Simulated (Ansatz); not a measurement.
`O[SiH2][SiH]1CO1` + `C[CH](C)[MgH]` → `[SiH3][SiH]1CO1` + `C[CH](C)[Mg][OH]`  (redistribution)

Isolated molecules relaxed with PBE0-D4/def2-TZVP in Ansatz; ΔE leaves out vibrations. CCSD(T)/CBS adds triple-zeta CCSD(T) − MP2 to the extrapolated MP2 energy (def2 sets, frozen cores). Functionals use def2-TZVPP. B3LYP here is the variant with VWN-RPA as its local correlation; programs differ in this. For Mg outer-core shells are correlated without core-valence functions, which leaves a few kJ/mol of doubt a bond. Each species was taken in one conformer, which may not be the lowest.

`O[SiH2][SiH]1CO1`:

```xyz
11

O     0.240    2.107   -0.088
Si   -1.128    1.233   -0.375
Si   -0.333   -0.961   -0.300
C     1.020   -1.287    0.868
O     1.342   -0.849   -0.486
H     1.056    1.648   -0.312
H    -1.734    1.541   -1.700
H    -2.128    1.549    0.676
H    -0.982   -2.104   -0.991
H     1.303   -0.571    1.637
H     1.345   -2.306    1.073
```

`C[CH](C)[MgH]`:

```xyz
12

C     0.572   -0.866   -0.939
C    -0.326    0.150   -0.235
C    -0.701   -0.351    1.159
Mg    0.500    2.097   -0.210
H     0.791   -0.590   -1.976
H     1.534   -0.986   -0.429
H     0.112   -1.865   -0.966
H    -1.256    0.227   -0.818
H    -1.155   -1.353    1.121
H     0.173   -0.436    1.814
H    -1.418    0.303    1.665
H     1.175    3.670   -0.186
```

`[SiH3][SiH]1CO1`:

Z-matrix (Å, degrees):
```
Si
Si 1 2.329
H 1 1.487 2 110.7
H 1 1.488 2 109.4 3 119.8
H 1 1.485 2 108.8 3 -120.5
C 2 1.814 1 121.8 3 132.9
O 2 1.674 1 116.3 3 76.2
H 2 1.485 1 116.7 3 -65.1
H 6 1.089 2 121.0 1 160.4
H 6 1.088 2 122.0 1 1.6
```

`C[CH](C)[Mg][OH]`:

```xyz
13

C     0.664   -1.371   -0.484
C     0.106   -0.288    0.437
C     1.190    0.734    0.775
Mg   -1.654    0.597   -0.308
O    -3.135    1.335   -0.923
H    -0.055   -2.172   -0.679
H     0.967   -0.967   -1.457
H     1.560   -1.842   -0.054
H    -0.194   -0.775    1.376
H     0.856    1.478    1.505
H     1.528    1.282   -0.111
H     2.082    0.248    1.197
H    -3.916    1.740   -1.274
```

```
             level  ΔE (kJ/mol)  difference from CCSD(T)/CBS
            PBE-D4        -41.5                         10.4
         r2SCAN-D4        -43.8                          8.1
           PBE0-D4        -40.4                         11.5
          B3LYP-D4        -42.0                          9.9
           ωB97X-V        -41.5                         10.4
           ωB97M-V        -39.7                         12.2
            B2PLYP        -48.4                          3.5
               PBE        -45.5                          6.4
            r2SCAN        -44.7                          7.2
              PBE0        -43.7                          8.2
             B3LYP        -48.5                          3.4
     HF/def2-TZVPP        -39.4                         12.5
    MP2/def2-TZVPP        -49.2                          2.7
SCS-MP2/def2-TZVPP        -47.9                          4.0
   CCSD/def2-TZVPP        -45.3                          6.6
CCSD(T)/def2-TZVPP        -44.2                          7.7
     HF/def2-QZVPP        -40.9                         11.0
    MP2/def2-QZVPP        -54.2                         -2.3
SCS-MP2/def2-QZVPP        -52.8                         -0.9
      HF/CBS(def2)        -41.1                         10.8
     MP2/CBS(def2)        -57.0                         -5.1
    CCSD/CBS(def2)        -53.1                         -1.2
       CCSD(T)/CBS        -51.9                            0
```

Largest T1 diagnostic among the species: 0.015.

The D4 term adds +6.4 kJ/mol with B3LYP and +3.3 kJ/mol with PBE0; it sums over pairs of atoms, weighted by their polarisabilities, and B3LYP, whose exchange is more repulsive, gets the larger term. In def2-TZVPP, CCSD(T) changes the Hartree–Fock value by −4.8 kJ/mol (the triples alone add +1.2 kJ/mol) and MP2 by −9.9 kJ/mol.
